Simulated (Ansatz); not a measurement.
`[BH2][SbH][CH3]` and `[BH2][SbH][TeH]` differ in one atom or group.

Ansatz, PBE0-D4/def2-TZVP geometries, multiplicity 1. 

Elements past krypton have def2 core potentials.

| property | `[BH2][SbH][CH3]` |
| --- | --- |
| HOMO energy (PBE0/def2-TZVPP) / eV | -6.68 |
| HOMO energy (B3LYP/def2-TZVPP) / eV | -6.52 |
| LUMO energy (ωB97M-V/def2-TZVPP) / eV | -0.24 |
| size of the dipole moment (PBE/def2-TZVPP) / D | 0.93 |
| size of the dipole moment (B3LYP/def2-TZVPP) / D | 0.81 |
| ideal-gas entropy at 298 K and 1 bar (rigid rotor, harmonic PBE0-D4/def2-TZVP) / J/(mol·K) | 325 |

What does the change do to each property? (Estimate.)

The calculation gave: 
| property | `[BH2][SbH][TeH]` | shift |
| --- | --- | --- |
| HOMO energy (PBE0/def2-TZVPP) / eV | -6.46 | 0.22 |
| HOMO energy (B3LYP/def2-TZVPP) / eV | -6.23 | 0.29 |
| LUMO energy (ωB97M-V/def2-TZVPP) / eV | -0.74 | -0.50 |
| size of the dipole moment (PBE/def2-TZVPP) / D | 0.65 | -0.28 |
| size of the dipole moment (B3LYP/def2-TZVPP) / D | 0.78 | -0.03 |
| ideal-gas entropy at 298 K and 1 bar (rigid rotor, harmonic PBE0-D4/def2-TZVP) / J/(mol·K) | 354 | 29 |

With PBE0 the HOMO rises by 0.22 eV and the LUMO falls by 0.46 eV, so the gap narrows by about 0.68 eV. PBE moves the HOMO by 0.30 eV and ωB97M-V by 0.20 eV. The zero-point energy changes by -76.6 kJ/mol with -6 modes. Dipoles are sizes alone; their direction can turn.

B3LYP here is the variant with VWN-RPA as its local correlation; programs differ in this.

Spin–orbit coupling is left out; it splits and shifts lone-pair levels of the heavy atoms by tenths of an eV.
